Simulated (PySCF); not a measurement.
**Spin-rotation constants: `FC1(SCC2CC2)CC1`, C₇H₁₁FS**

Molfile (atoms numbered from 1):
```
C7H11FS
     RDKit          3D

 20 21  0  0  0  0  0  0  0  0999 V2000
    1.0126    1.8317   -0.4020 F   0  0  0  0  0  0  0  0  0  0  0  0
    1.6163    0.8461    0.3334 C   0  0  0  0  0  0  0  0  0  0  0  0
    0.5108    0.0578    1.4971 S   0  0  0  0  0  0  0  0  0  0  0  0
   -0.4708   -0.9859    0.3478 C   0  0  0  0  0  0  0  0  0  0  0  0
   -1.4732   -0.1903   -0.4353 C   0  0  0  0  0  0  0  0  0  0  0  0
   -2.7639    0.2075    0.2142 C   0  0  0  0  0  0  0  0  0  0  0  0
   -2.7593   -0.8438   -0.8511 C   0  0  0  0  0  0  0  0  0  0  0  0
    3.0459    1.0698    0.7007 C   0  0  0  0  0  0  0  0  0  0  0  0
    2.6861    0.0638   -0.3586 C   0  0  0  0  0  0  0  0  0  0  0  0
   -0.9624   -1.7102    0.9963 H   0  0  0  0  0  0  0  0  0  0  0  0
    0.2391   -1.5002   -0.3015 H   0  0  0  0  0  0  0  0  0  0  0  0
   -1.0314    0.5166   -1.1264 H   0  0  0  0  0  0  0  0  0  0  0  0
   -2.9302   -0.1019    1.2351 H   0  0  0  0  0  0  0  0  0  0  0  0
   -3.1752    1.1777   -0.0164 H   0  0  0  0  0  0  0  0  0  0  0  0
   -2.9242   -1.8694   -0.5561 H   0  0  0  0  0  0  0  0  0  0  0  0
   -3.1651   -0.6004   -1.8209 H   0  0  0  0  0  0  0  0  0  0  0  0
    3.4923    2.0018    0.3894 H   0  0  0  0  0  0  0  0  0  0  0  0
    3.3766    0.7122    1.6627 H   0  0  0  0  0  0  0  0  0  0  0  0
    2.7795   -0.9851   -0.1226 H   0  0  0  0  0  0  0  0  0  0  0  0
    2.8916    0.3130   -1.3889 H   0  0  0  0  0  0  0  0  0  0  0  0
  1  2  1  0
  2  3  1  0
  3  4  1  0
  4  5  1  0
  5  6  1  0
  6  7  1  0
  2  8  1  0
  8  9  1  0
  9  2  1  0
  7  5  1  0
  4 10  1  0
  4 11  1  0
  5 12  1  0
  6 13  1  0
  6 14  1  0
  7 15  1  0
  7 16  1  0
  8 17  1  0
  8 18  1  0
  9 19  1  0
  9 20  1  0
M  END
```

Method: GIAO PBE0/def2-SVP magnetisability, rotational g tensor and spin-rotation constants, non-relativistic, gas phase (PySCF 2.14.0). Geometry: GFN2-xTB.

(1) Give the nuclear spin-rotation constants along the inertial axes (H = +C I·J) beside the isotropic shieldings.

Answers

(1) Rotational constants 2.9618, 0.7766, 0.7351 GHz. A star marks the isotopologue with that one atom substituted, in its own axes.
| atom | isotope | Caa (kHz) | Cbb (kHz) | Ccc (kHz) | mean (kHz) | σ (ppm) |
| --- | --- | --- | --- | --- | --- | --- |
| F1 | 19F | 1.984 | 0.172 | 0.603 | 0.920 | 371.4 |
| H10 | 1H | -0.207 | -0.012 | -0.087 | -0.102 | 30.4 |
| H11 | 1H | -0.226 | -0.081 | 0.011 | -0.099 | 28.5 |
| H12 | 1H | -0.207 | -0.011 | -0.084 | -0.101 | 30.5 |
| H13 | 1H | -0.324 | -0.015 | -0.068 | -0.136 | 31.7 |
| H14 | 1H | -0.325 | -0.046 | -0.032 | -0.134 | 31.3 |
| H15 | 1H | -0.262 | -0.041 | -0.060 | -0.121 | 31.7 |
| H16 | 1H | -0.261 | -0.018 | -0.075 | -0.118 | 31.3 |
| H17 | 1H | -0.148 | -0.046 | -0.072 | -0.089 | 30.6 |
| H18 | 1H | -0.267 | -0.010 | -0.080 | -0.119 | 30.8 |
| H19 | 1H | -0.326 | -0.046 | -0.034 | -0.135 | 31.0 |
| H20 | 1H | -0.337 | -0.014 | -0.055 | -0.135 | 30.5 |
| C2 | 13C* | 0.859 | 0.114 | 0.195 | 0.389 | 106.0 |
| S3 | 33S* | 0.621 | 0.206 | 0.231 | 0.352 | 486.5 |
| C4 | 13C* | 0.467 | 0.133 | 0.127 | 0.242 | 150.9 |
| C5 | 13C* | 0.514 | 0.056 | 0.089 | 0.219 | 180.9 |
| C6 | 13C* | 0.308 | 0.046 | 0.122 | 0.159 | 188.7 |
| C8 | 13C* | 0.428 | 0.063 | 0.106 | 0.199 | 179.6 |

For the geometry as given, no vibrational averaging.
